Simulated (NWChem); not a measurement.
System: CAuFO; SMILES [C-](->[Au][F])#[O+]

Program: NWChem. The geometry was optimised at PBE0/def2-SVP. Not confirmed as a minimum by frequencies. def2 effective core potentials on Au; no spin-orbit coupling. Ions are spin-unrestricted doublets at the neutral geometry; other ion states weren't tried.

### Question
What does the run give for CAM-B3LYP/def2-SVP? Quantities: −ε(HOMO) (eV).

### Answer
The −ε(HOMO) (eV) is 10.30.
